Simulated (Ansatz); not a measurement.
`[O]=[Sc]` radical, 2 atoms. Charge 0, multiplicity 2. Correlated methods include outer-core shells of Sc, which these sets cover unevenly. Scalar relativity is left out up to krypton. Hardware: A = 2 threads of an AMD EPYC 7R13 on a shared host; B = 2 threads of an AMD EPYC 7R13 on a shared host and a share of an NVIDIA H100 80 GB. Correlated methods freeze the cores. Open-shell runs search over several starts.

**Question.** How many basis functions does each run have, and how long does it take in Ansatz? UKS PBE0-D4/def2-TZVP frequencies [A]; UKS ωB97M-V/def2-QZVPP energy [A]; UKS B97M-V/def2-TZVPP energy [A]; UKS r2SCAN0-D4/def2-TZVPP energy [A]; UKS r2SCANh-D4/def2-TZVPP energy [A]; direct RPA on PBE orbitals/def2-TZVPP energy [A]; UKS PBE0-D4/def2-QZVPP energy [A]; UHF-CCSD(T)/def2-TZVPP energy [A]; UKS ωB97M-V/def2-SVP energy [A]; UHF-CCSD(T)/def2-QZVPP energy [B]; UHF-CCSD(T)/def2-SVP energy [A]; UKS PBE0-D4/def2-SVP energy [A]. (Estimate.)

**Answer.** Ansatz gave: Other jobs shared the machine, so times are rough.

```tsv
level	job	functions	wall time	peak host memory (GiB)
UKS PBE0-D4/def2-SVP	energy [A]	45	1.1 s	0.19
UHF-CCSD(T)/def2-SVP	energy [A]	45	2.8 s	0.19
UKS PBE0-D4/def2-QZVPP	energy [A]	150	3.4 s	0.33
UKS r2SCAN0-D4/def2-TZVPP	energy [A]	95	3.8 s	0.27
UKS ωB97M-V/def2-SVP	energy [A]	45	4.2 s	0.3
UKS r2SCANh-D4/def2-TZVPP	energy [A]	95	4.3 s	0.26
direct RPA on PBE orbitals/def2-TZVPP	energy [A]	95	7 s	0.23
UHF-CCSD(T)/def2-TZVPP	energy [A]	95	11 s	0.53
UKS ωB97M-V/def2-QZVPP	energy [A]	150	12 s	0.49
UHF-CCSD(T)/def2-QZVPP	energy [B]	150	16 s	0.85
UKS PBE0-D4/def2-TZVP	frequencies [A]	76	16 s	0.23
UKS B97M-V/def2-TZVPP	energy [A]	95	16 s	0.37
```
